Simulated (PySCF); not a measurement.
**RuO₂F, doublet: molecular constants**

Level of theory: UPBE0 in PySCF with Ru def2-TZVP with ECP28, O def2-TZVP, F def2-TZVP; scalar-relativistic core potentials, no spin–orbit coupling; density-fitted integrals.

The structure is a minimum.

```json
{
 "Point group": "C2v",
 "Bond lengths": "Ru–F 1.872 Å, Ru–O 1.651 Å (×2)",
 "Bond angles": "F–Ru–O 112.9° (×2), O–Ru–O 134.2°",
 "Lowest empty level (β)": "-5.33 eV",
 "Rotational symmetry number": "2",
 "Heat capacity Cp at 298.15 K": "62.2 J/(mol K)",
 "Highest occupied level (β)": "-8.29 eV",
 "Spin squared ⟨S²⟩": "0.756",
 "Rotational constants": "0.2279, 0.2154, 0.1107 cm⁻¹",
 "Atomisation energy without zero-point energy": "1299 kJ/mol",
 "Principal quadrupole moments (Buckingham, traceless) about the centre of mass": "-4.34, -3.19, 7.53 D Å",
 "Enthalpy at 298.15 K above 0 K": "14.39 kJ/mol",
 "Principal polarisabilities": "22.8, 35.4, 50.3 bohr³",
 "Zero-point energy": "20.6 kJ/mol",
 "Dipole moment": "1.23 D",
 "Entropy at 298.15 K and 1 bar (electronic part: spin only)": "302.3 J/(mol K)"
}
```

Harmonic modes (masses in u: Ru 101.904, O 15.995, F 18.998):
```
symmetry  ω (cm⁻¹)  IR (km/mol)     type
      b2       186          9.8     bend
      b1       233         17.3     bend
      a1       306          3.6     bend
      a1       658         93.1  stretch
      b2      1023          345  stretch
      a1      1044         36.2  stretch
```

In C2v the vibrations span 2b2 + b1 + 3a1. Here b1 is antisymmetric to the molecular plane and b2 lies in it.

Charges (e):
```json
{"atom": "Ru1", "Mulliken": "1.52", "Löwdin": "0.81", "polar tensor": "1.94", "spin (Mulliken)": "1.00", "Mayer order to Ru1": "–"}
{"atom": "O2,3", "Mulliken": "-0.51", "Löwdin": "-0.25", "polar tensor": "-0.67", "spin (Mulliken)": "-0.01", "Mayer order to Ru1": "1.72"}
{"atom": "F4", "Mulliken": "-0.49", "Löwdin": "-0.31", "polar tensor": "-0.60", "spin (Mulliken)": "0.02", "Mayer order to Ru1": "0.69"}
```
Other Mayer orders above 0.3: O–O 0.43.

Mulliken populations on Ru1 (electrons outside its core potential): s 2.27, p 6.20, d 5.96, f 0.04.

Formally Ru is in oxidation state +5, d3, with 1 unpaired electron (the high-spin count would be 3). The Mulliken spin on Ru is 1.00. The polar-tensor charge on Ru, 1.94, is far below the formal one.

Only a few start shapes were tried, so a lower isomer may exist. Open d and f shells are described by one determinant, and the ground state may have another occupation or spin. At this level a quartet minimum of C2v symmetry lies 13 kJ/mol below this structure.

The final relaxation and frequency run took 71 s on 4 threads of a shared Arm Neoverse V1 host, with 133 basis functions and 13 gradients; the process peaked at 1.5 GiB. Launch command: `OMP_NUM_THREADS=4 python axn.py task.json out`.
